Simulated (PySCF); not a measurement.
# Working out the ionisation energy of Cl²⁺

Cl²⁺ [Ne] 3s2 3p3 (4S) → Cl³⁺ [Ne] 3s2 3p2 (3P). All numbers are calculated (PySCF 2.14, scalar relativity by spin-free X2C-1e, in x2c-TZVPPall (5s5p3d1f, 42 functions)). Frozen: [Ne]. Energies in hartree (1 hartree = 27.21139 eV):

```
            part  Cl²⁺ (lower)  Cl³⁺ (upper)
             UHF   -459.626124   -458.195094
CCSD correlation     -0.116389     -0.095125
             (T)     -0.003309     -0.002047
```

Q: What does Hartree-Fock give?

A: (-458.195094) − (-459.626124) = 1.431030 hartree = 38.940 eV.

Q: What do CCSD and CCSD(T) give?

A: The CCSD correlation energies differ by 0.021264 hartree = 0.579 eV and the triples by 0.001262 hartree = 0.034 eV, so CCSD gives 39.519 eV and CCSD(T) 39.553 eV.

A first-order spin-orbit estimate adds -0.104 eV to CCSD(T) (valence), giving 39.449 eV against 39.8 ± 0.11 eV (semi-empirical (NIST evaluation); NIST Atomic Spectra Database, ionization energies).

What remains against the reference includes basis incompleteness, the frozen core and higher excitations.
